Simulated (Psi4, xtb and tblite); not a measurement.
Two geometries of 4,4'-bipyridine, SMILES c1cnccc1-c1ccncc1 (C₁₀H₈N₂), relaxed at GFN2-xTB with one dihedral held; other torsions can differ between them too.

Structure A

```
20

C      3.0659    -0.2720    -0.0018
C      1.7565    -0.7153     0.0715
C      0.7098     0.2054    -0.0282
C     -0.7042    -0.2092     0.0397
C     -1.7508     0.7115    -0.0600
C     -3.0603     0.2674     0.0071
N     -3.3992    -1.0003     0.1623
C     -2.4184    -1.8805     0.2577
C     -1.0761    -1.5463     0.2039
C      1.0817     1.5416    -0.1996
C      2.4240     1.8750    -0.2601
N      3.4047     0.9948    -0.1644
H      3.8896    -0.9700     0.0736
H      1.5733    -1.7686     0.2056
H     -1.5676     1.7656    -0.1877
H     -3.8841     0.9654    -0.0679
H     -2.7258    -2.9106     0.3838
H     -0.3433    -2.3315     0.2899
H      0.3489     2.3267    -0.2875
H      2.7313     2.9043    -0.3930
```

Structure B

```
20

C      3.0547    -0.2783     0.0348
C      1.7448    -0.7181     0.1224
C      0.7119     0.2118     0.0030
C     -0.6985    -0.1976     0.0622
C     -1.6843     0.6586     0.5527
C     -3.0003     0.2282     0.5624
N     -3.3858    -0.9563     0.1200
C     -2.4565    -1.7678    -0.3544
C     -1.1112    -1.4440    -0.4086
C      1.0714     1.5414    -0.2165
C      2.4151     1.8677    -0.2909
N      3.3905     0.9841    -0.1678
H      3.8806    -0.9715     0.1291
H      1.5331    -1.7593     0.3106
H     -1.4277     1.6294     0.9477
H     -3.7897     0.8643     0.9416
H     -2.8115    -2.7258    -0.7115
H     -0.4020    -2.1396    -0.8298
H      0.3196     2.3039    -0.3491
H      2.7295     2.8893    -0.4606
```

Which is lower in energy at the level M06-2X/def2-TZVP // GFN2-xTB run with Psi4, and by how much?

B is lower, by 6.53 kJ/mol (dihedral C2–C3–C4–C5: 180° in A, 150° in B).

E(B) − E(A) in kJ/mol at the other levels, on the same two geometries: GFN2-xTB (xtb and tblite) -7.45; B3LYP/def2-TZVP // GFN2-xTB (Psi4) -4.89; B3LYP-D3(BJ)/def2-TZVP // GFN2-xTB (Psi4) -5.01; PBE/def2-TZVP // GFN2-xTB (Psi4) -4.41; PBE-D3(BJ)/def2-TZVP // GFN2-xTB (Psi4) -4.49.
